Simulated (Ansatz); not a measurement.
`F[SiH]1CS1` + H₂ → `C1[SiH2]S1` + H–F  (hydrogenolysis of the Si–F bond)

Isolated molecules relaxed with PBE0-D4/def2-TZVP in Ansatz; ΔE leaves out vibrations. CCSD(T)/CBS is the MP2 limit (def2-TZVPP, def2-QZVPP) plus CCSD(T) − MP2 in def2-TZVPP, frozen cores. This one scheme is used for every species. Functionals use def2-TZVPP.

CCSD(T)/CBS gives +110.8 kJ/mol.

Task: Another level gave +105.4 kJ/mol. Which?
A. PBE0-D4/def2-TZVPP
B. BLYP-D4/def2-TZVPP
C. ωB97X-V/def2-TZVPP
D. CCSD(T)/def2-TZVPP

Result: A. PBE0-D4 105.4, BLYP-D4 118.7, ωB97X-V 114.1, CCSD(T)/def2-TZVPP 109.6 kJ/mol.

Largest T1 diagnostic among the species: 0.012.

From r2SCAN to r2SCAN0 (25 % exact exchange), in def2-TZVPP and without D4, ΔE moves by −5.4 kJ/mol. Leaving LDA and LC-ωPBE aside and taking each functional with its dispersion term where it has one, the values, not all of them listed here, spread over 16.1 kJ/mol, from HSE06-D4 to B97M-V.
